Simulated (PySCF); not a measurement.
Excitation energy of Ir by level of theory

Ir [Xe] 4f14 5d7 6s2 (4F) → Ir [Xe] 4f14 5d8 6s1 (4F), as a difference of total energies. Calculation: PySCF 2.14, in ANO-RCC-VTZP (8s7p5d3f1g, 84 functions); the spin-free X2C one-electron Hamiltonian (Gaussian nucleus). Correlated levels: valence and next inner shell: [Kr] 4d10 4f14 frozen. The calculations carry no spin-orbit coupling.

```json
{"method": "UHF", "excitation energy (cm⁻¹)": "1748.9", "error (cm⁻¹)": "+637"}
{"method": "MP2 (valence and next inner shell)", "excitation energy (cm⁻¹)": "790.27", "error (cm⁻¹)": "-321"}
{"method": "SCS-MP2 (valence and next inner shell)", "excitation energy (cm⁻¹)": "1765.6", "error (cm⁻¹)": "+654"}
{"method": "CCSD (valence and next inner shell)", "excitation energy (cm⁻¹)": "1755.9", "error (cm⁻¹)": "+644"}
{"method": "CCSD(T) (valence and next inner shell)", "excitation energy (cm⁻¹)": "1849.8", "error (cm⁻¹)": "+738"}
```

Reference: 1111.6 cm⁻¹ (measured; NIST levels, between the centres of gravity of the two terms).

Errors of the correlated levels include the incompleteness of this basis and the frozen core.
